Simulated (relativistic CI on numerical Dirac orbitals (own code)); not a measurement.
Electric-dipole lines of Hf13+

Method of calculation: Dirac-Coulomb-Breit CI, separate exchange-only KLI orbitals for each configuration, a model potential for QED, unscaled Slater integrals (own radial code, finite nucleus).

Configurations in the expansion (outside the closed core [Ar] 3d10 4p6): 4s2 4d10 4f11 5s2, 4s2 4d10 4f13, 4s2 4d10 4f12 5s, 4s2 4d10 4f10 5s2 5p, 4s2 4d10 4f11 5s 5p, 4s2 4d10 4f12 5p, 4s2 4d10 4f10 5s 5p2, 4s2 4d10 4f11 5s 5d, 4s2 4d10 4f10 5s2 5d, 4s2 4d10 4f12 5d, 4s2 4d10 4f12 6s, 4s2 4d10 4f10 5s2 6s, 4s2 4d9 4f12 5s2, 4s 4d10 4f12 5s2, 4d10 4f13 5s2, 4d10 4f14 5s, 4d10 4f13 5s 5p, 4d10 4f13 5s 5d. Double excitations out of closed p, d and f shells are left out; levels of such configurations are missing from the list, as are those of other unlisted configurations, and high levels can miss mixing partners. Some configurations lack a partner that the ground configuration has and come out too high, among them 4s2 4d9 4f12 5s2.

```csv
λ vac (nm),Lower,Upper,A (s⁻¹),log gf,S velocity/length
41.142,4s2 4d10 4f11 5s2 4I°_15/2 [1],4s2 4d10 4f11 5s 5p 2K_15/2 [330],4.40e+08,-0.75,0.43
41.204,4s2 4d10 4f11 5s2 4I°_13/2 [2],4s2 4d10 4f11 5s 5p 4I_11/2 [392],8.38e+08,-0.59,0.28
41.492,4s2 4d10 4f11 5s2 4I°_15/2 [1],4s2 4d10 4f11 5s 5p 4H_13/2 [321],1.26e+09,-0.34,0.28
42.245,4s2 4d10 4f11 5s2 4I°_11/2 [3],4s2 4d10 4f11 5s 5p 4I_11/2 [392],4.82e+08,-0.81,0.43
42.882,4s2 4d10 4f11 5s2 4I°_11/2 [3],4s2 4d10 4f11 5s 5p 4H_13/2 [369],1.18e+09,-0.34,0.57
43.251,4s2 4d10 4f11 5s2 4I°_13/2 [2],4s2 4d10 4f11 5s 5p 2K_15/2 [330],1.18e+09,-0.27,0.59
43.254,4s2 4d10 4f11 5s2 4I°_15/2 [1],4s2 4d10 4f11 5s 5p 6K_13/2 [283],4.70e+08,-0.73,0.23
43.638,4s2 4d10 4f11 5s2 4I°_13/2 [2],4s2 4d10 4f11 5s 5p 4H_13/2 [321],5.88e+08,-0.63,0.42
43.947,4s2 4d10 4f11 5s2 4F°_9/2 [5],4s2 4d10 4f11 5s 5p 4F_9/2 [393],5.46e+08,-0.80,0.36
44.328,4s2 4d10 4f11 5s2 4I°_15/2 [1],4s2 4d10 4f11 5s 5p 6K_15/2 [268],8.17e+08,-0.41,0.38
44.748,4s2 4d10 4f11 5s2 4I°_11/2 [3],4s2 4d10 4f11 5s 5p 6H_9/2 [323],6.64e+08,-0.70,0.25
44.860,4s2 4d10 4f11 5s2 4I°_9/2 [4],4s2 4d10 4f11 5s 5p 4H_7/2 [338],1.18e+09,-0.55,0.28
44.874,4s2 4d10 4f11 5s2 4I°_9/2 [4],4s2 4d10 4f11 5s 5p 6F_11/2 [336],5.75e+08,-0.68,0.53
44.966,4s2 4d10 4f11 5s2 4I°_15/2 [1],4s2 4d10 4f11 5s 5p 6I_17/2 [258],1.61e+09,-0.05,0.60
45.374,4s2 4d10 4f11 5s2 4S°_3/2 [6],4s2 4d10 4f11 5s 5p 6P_5/2 [383],1.23e+09,-0.64,0.44
45.383,4s2 4d10 4f11 5s2 4I°_11/2 [3],4s2 4d10 4f11 5s 5p 6K_11/2 [307],8.05e+08,-0.53,0.38
45.403,4s2 4d10 4f11 5s2 4I°_9/2 [4],4s2 4d10 4f11 5s 5p 6H_9/2 [323],5.15e+08,-0.80,0.38
45.591,4s2 4d10 4f11 5s2 4I°_13/2 [2],4s2 4d10 4f11 5s 5p 6K_13/2 [283],4.49e+08,-0.71,0.36
46.107,4s2 4d10 4f11 5s2 4F°_9/2 [5],4s2 4d10 4f11 5s 5p 6F_11/2 [336],5.75e+08,-0.66,0.52
46.786,4s2 4d10 4f11 5s2 4I°_13/2 [2],4s2 4d10 4f11 5s 5p 6K_15/2 [268],4.25e+08,-0.65,0.57
```

Terms are leading LS components. Brackets give the number of a level in order of energy, since labels repeat. The list gives strong lines, with weight on those to low levels, among the lowest 400 of 6476 levels, so that lines to higher ones, which can be the strongest, are missing. Levels whose partners in the same complex of configurations lie outside the list can be far off, and so can their lines. Rates are taken at the computed energies, electric ones in the length gauge. A velocity-to-length ratio far from 1 marks an uncertain rate.

At this charge transitions that keep the count of f electrons are usually good to a few per cent. Terms inside the open d or f shell come out 10 to 20 % too wide with unscaled integrals. Levels and lines within the n = 5 or 6 shells can be off by up to 10 % or somewhat more, and those that change n by about 2 %, since core polarisation is missing. Levels that differ in their count of f electrons can be misplaced by several ten thousand cm⁻¹, since the correlation energy of f electrons is missing or only estimated; rates across such gaps can be off by orders of magnitude.

Q: From the table, what is the radiative lifetime of 4s2 4d10 4f11 5s 5p 2K_15/2?

A: The listed rates from this level add up to about 1.62e+09 s⁻¹, 99 % of its decay; with all channels τ = 6.13e-10 s.

LS names give the leading component of a level, which can be under half, so a name can repeat, a term be missing and a line seem to break the LS rules.
